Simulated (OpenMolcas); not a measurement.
# What dynamic correlation does to the levels of Se²⁺

```
Program             : OpenMolcas
Basis               : ANO-R3 [7s6p5d4f2g]
Scalar Hamiltonian  : X2C, finite nucleus
Active space        : 2 electrons in 9 orbitals (RAS2 4p; RAS3 4d 5s, at most 1 electron)
State averaging     : 2S+1 = 3 even, 3 roots; 2S+1 = 1 even, 6 roots; 2S+1 = 3 odd, 18 roots; 2S+1 = 1 odd, 18 roots
Spin-orbit coupling : state interaction with AMFI integrals over the reference wave functions, term energies averaged over their components
```

Methods on the same reference wave functions:
A. RASSCF
B. SS-RASPT2, IPEA 0.25 Eh, imaginary shift 0.1 Eh (closed shells correlated: 3d 4s)
C. MS-RASPT2, IPEA 0.25 Eh, imaginary shift 0.1 Eh (closed shells correlated: 3d 4s)

Energies in cm-1 above 4s2 4p2 3P0, the measured ground level; measured values from Moore, Atomic Energy Levels, vol. II, NSRDS-NBS 35 (1971 reprint of NBS Circular 467, 1952).

| Level | A | B | C | Measured |
| --- | --- | --- | --- | --- |
| 4s2 4p2 3P0 | 0.0 | 0.0 | 0.0 | 0.0 |
| 4s2 4p2 3P1 | 1471 | 1491 | 1491 | 1741 |
| 4s2 4p2 3P2 | 3559 | 3510 | 3510 | 3937 |
| 4s2 4p2 1D2 | 15467 | 12740 | 12740 | 13032 |
| 4s2 4p2 1S0 | 34273 | 32230 | 32230 |  |
| 4s2 4p 5s 3P* 0 | 126968 | 127620 | 127620 | 126277 |
| 4s2 4p 5s 3P* 1 | 127538 | 128090 | 128090 | 126781 |
| 4s2 4p 4d 3F* 2 | 129869 | 131370 | 131370 |  |
| 4s2 4p 5s 3P* 2 | 130571 | 131220 | 131220 | 130391 |
| 4s2 4p 4d 3F* 3 | 131424 | 132410 | 132410 |  |
| 4s2 4p 5s 1P* 1 | 132956 | 132930 | 132900 | 131656 |
| 4s2 4p 4d 3F* 4 | 133298 | 134400 | 134400 |  |
| 4s2 4p 4d 1D* 2 | 135338 | 123420 | 123420 |  |
| 4s2 4p 4d 3P* 2 [65 %] | 147046 | 137610 | 137620 |  |
| 4s2 4p 4d 3P* 0 | 149007 | 139940 | 139940 |  |
| 4s2 4p 4d 3D* 2 [65 %] | 150466 | 140280 | 140280 |  |
| 4s2 4p 4d 3D* 3 | 150614 | 140120 | 140120 |  |
| 4s2 4p 4d 1P* 1 | 171853 | 157950 | 157970 |  |
| 4s2 4p 4d 1F* 3 | 174382 | 165420 | 165420 |  |

Deviations, from unrounded energies. A percentage is the sum of absolute deviations over the sum of measured energies, with the sign that they share, or ± where signs differ.

| Against measurement | Levels | A | B | C |
| --- | --- | --- | --- | --- |
| mean absolute deviation (cm-1) | 7 | 860 | 820 | 810 |
| fine structure of the ground term (%) | 2 | -11.4 | -11.9 | -11.9 |
| other terms of the ground configuration (%) | 1 | +18.7 | -2.2 | -2.2 |
| other configurations (%) | 4 | +0.6 | +0.9 | +0.9 |

B, C lie about equally close to measurement and A furthest from it. The largest miss of C in the table is 4s2 4p 5s 3P* 0, by +1300 cm-1. The ranking rests on the paired levels alone, and a cruder setting can come out closer through cancelling errors.

Between B and C the level of the table that moves most is 4s2 4p 5s 1P* 1, by 34 cm-1 (lowest in C, highest in B). Moves below CASPT2's spread within the term are not significant.

The two smallest mean deviations differ by little beside CASPT2's spread within terms, so their order carries little weight.

From A to B the spin-free energies of the other terms of 4s2 4p2 shown, above 3P, scale by factors of 0.78 to 0.93.

The lowest spin-free term lies below A's lowest term by 0.557 hartree in B, 0.557 hartree in C.

Term energies are means over components that CASPT2 splits; among the terms shown or strongly mixed into the levels shown the widest spread is 200 cm-1 (4s2 4p 4d 1F*, C). Over all roots computed the reference weight is 0.84 to 0.95 in B, 0.84 to 0.95 in C; the roots of lowest weight are the least certain, and an intruder state may touch them. ANO sets are built for valence states and can reach diffuse excited orbitals poorly, and with the s shell closed the s pⁿ⁺¹ terms that mix with these levels are absent. With the s shell closed, the reference lacks s² → p² mixing. Measured partners are found by configuration, term and J. A level has none where our copy of the source lacks it or the pairing is in doubt (some pairs that miss far off the trend of their configuration count as doubtful), and it then counts in no deviation. Levels of configurations outside the active space are missing. The table leaves out levels that lie high or whose names do not pair safely across all columns.

A share in square brackets marks a mixed level and gives the weight of the term that names it, the lowest over the columns. * marks odd parity.
